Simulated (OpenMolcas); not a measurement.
Ir2+: effect of the basis set

```yaml
Program: OpenMolcas
Method: "MS-CASPT2, IPEA 0.25 Eh, imaginary shift 0.1 Eh (closed shells correlated: 5s 5p)"
Active_space: 7 electrons in 5 orbitals (5d)
State_averaging: 2S+1 = 4 even, 10 roots; 2S+1 = 2 even, 40 roots
Spin-orbit_coupling: state interaction with AMFI integrals over the reference wave functions, term energies averaged over their components
```

A. ANO-R1 [7s5p4d2f], X2C, finite nucleus; CASPT2 step about 5 core-seconds
B. ANO-RCC-VDZP [7s6p4d2f], DKH2, point nucleus; CASPT2 step about 5 core-seconds
C. ANO-R2 [8s6p5d3f1g], X2C, finite nucleus; CASPT2 step about 17 core-seconds
D. ANO-RCC-VTZP [8s7p5d3f1g], DKH2, point nucleus; CASPT2 step of the order of 13 core-seconds
E. ANO-RCC-VQZP [9s8p6d4f2g1h], DKH2, point nucleus; CASPT2 step of the order of 23 core-seconds
F. ANO-R3 [9s7p6d4f2g2h], X2C, finite nucleus; CASPT2 step about 40 core-seconds

Energies in cm⁻¹ above 5d⁷ ⁴F_9/2.

| Level | A | B | C | D | E | F |
| --- | --- | --- | --- | --- | --- | --- |
| 5d⁷ ⁴F_9/2 | 0.0 | 0.0 | 0.0 | 0.0 | 0.0 | 0.0 |
| 5d⁷ ⁴F_7/2 | 7960 | 8030 | 7630 | 7640 | 7750 | 7820 |
| 5d⁷ ⁴F_5/2 [62 %] | 9520 | 9660 | 9230 | 9290 | 9260 | 9270 |
| 5d⁷ ⁴P_5/2 | 15650 | 15880 | 14330 | 14460 | 14510 | 14500 |
| 5d⁷ ²G_9/2 [61 %] | 16800 | 16990 | 16210 | 16310 | 16080 | 16010 |
| 5d⁷ ⁴P_1/2 [66 %] | 18670 | 18950 | 17450 | 17610 | 17600 | 17560 |
| 5d⁷ ²G_7/2 | 22730 | 23010 | 21890 | 22010 | 21800 | 21730 |
| 5d⁷ ²H_11/2 | 22920 | 23110 | 21880 | 21990 | 21670 | 21570 |
| 5d⁷ ²D_5/2(1) [72 %] | 25590 | 25970 | 24850 | 25000 | 24870 | 24870 |
| 5d⁷ ²P_1/2 [66 %] | 29450 | 29850 | 28320 | 28510 | 28470 | 28470 |
| 5d⁷ ²H_9/2 [73 %] | 31210 | 31500 | 29960 | 30090 | 29880 | 29840 |
| 5d⁷ ²F_5/2 | 31960 | 32370 | 29640 | 29780 | 29460 | 29350 |
| 5d⁷ ²F_7/2 | 37140 | 37580 | 34780 | 34930 | 34690 | 34630 |
| 5d⁷ ²D_3/2(2) | 49930 | 50570 | 48350 | 48540 | 48160 | 48090 |
| 5d⁷ ²D_5/2(2) | 53620 | 54290 | 51040 | 51220 | 50860 | 50790 |

Among A to F the level of the table that moves most is 5d⁷ ²D_5/2(2), by 3500 cm-1 (lowest in F, highest in B). Moves below CASPT2's spread within the term are not significant.

Term energies are means over components that CASPT2 splits; among the terms shown or strongly mixed into the levels shown the widest spread is 930 cm-1 (5d⁷ ⁴F, E). Configurations with an s electron lie low in 5d ions of this charge, fall among these levels and mix in, so low-spin terms can stand far too high, up to twice their true height, and weights are not those of the real levels. The CASPT2 spread within a term exceeds the gap to the next term for 5d⁷ ²D(1) and 5d⁷ ²H, so the order of their levels is uncertain (figures for B; the like holds for C, D, E, F). Only configurations of the active space appear. The table leaves out levels that lie high or whose names do not pair safely across all columns.

A share in square brackets marks a mixed level and gives the weight of the term that names it, the lowest over the columns. A number in round brackets counts repeated terms of one configuration in the order of the reference energies.
